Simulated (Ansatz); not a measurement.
Ge(vinyl)2(NMe2)2 (C₈H₁₈GeN₂) was relaxed with PBE-D4 (def2-SVP) in Ansatz in these states: charge -1 doublet, neutral singlet. The geometries follow in no particular order.

A:

```xyz
29

Ge    0.279    0.432   -0.306
C    -0.696    1.925   -1.017
C    -0.802    2.242   -2.364
H    -1.047    2.664   -0.271
H    -0.480    1.540   -3.153
H    -1.174    3.224   -2.712
C     2.168    0.352   -0.640
C     3.122   -0.149    0.232
H     2.503    0.939   -1.516
H     2.832   -0.722    1.129
H     4.203    0.043    0.097
N    -0.537   -1.145   -1.002
C    -1.915   -1.194   -1.392
C     0.116   -2.414   -0.878
H    -2.057   -1.697   -2.388
H    -2.312   -0.160   -1.476
H    -2.580   -1.757   -0.672
H     1.196   -2.263   -0.668
H    -0.301   -3.067   -0.058
H     0.040   -3.024   -1.819
N     0.048    0.239    1.576
C     0.664    1.208    2.441
C    -1.187   -0.292    2.080
H     0.040    2.132    2.624
H     1.635    1.536    2.013
H     0.874    0.776    3.455
H    -1.595   -1.040    1.369
H    -1.044   -0.809    3.067
H    -1.993    0.479    2.252
```

B:

```xyz
29

Ge   -0.269    0.223    0.363
C    -0.949   -0.657    1.979
C    -2.232   -0.582    2.383
H    -0.227   -1.214    2.605
H    -3.001   -0.042    1.802
H    -2.584   -1.063    3.314
C    -0.685    2.131    0.343
C     0.143    3.039   -0.207
H    -1.643    2.461    0.783
H     1.109    2.732   -0.646
H    -0.098    4.117   -0.237
N    -1.060   -0.576   -1.106
C    -1.450   -1.968   -1.108
C    -0.887    0.007   -2.418
H    -2.405   -2.112   -1.668
H    -1.615   -2.330   -0.074
H    -0.694   -2.644   -1.587
H    -0.661    1.090   -2.338
H    -0.061   -0.466   -3.011
H    -1.818   -0.096   -3.025
N     1.590    0.102    0.205
C     2.413    0.654    1.261
C     2.157   -1.070   -0.428
H     2.605   -0.060    2.106
H     1.942    1.562    1.691
H     3.414    0.956    0.869
H     1.478   -1.448   -1.218
H     3.133   -0.827   -0.913
H     2.355   -1.918    0.281
```

**Question.** Judge from the bond lengths which geometry belongs to which state (an estimate).

**Answer.** A is the charge -1 doublet (Ge1–N12 1.906 Å, Ge1–C2 1.921 Å, C2–C3 1.387 Å); B is the neutral singlet (Ge1–N12 1.850 Å, Ge1–C2 1.962 Å, C2–C3 1.347 Å).

At PBE-D4/def2-SVP the highest occupied level of the relaxed charge -1 doublet lies above zero (up to 2.51 eV). By energy differences it is unbound by 0.53 eV (each at its own geometry, against the charge 0 singlet, at PBE0-D4/def2-TZVP) and held by the finite basis.
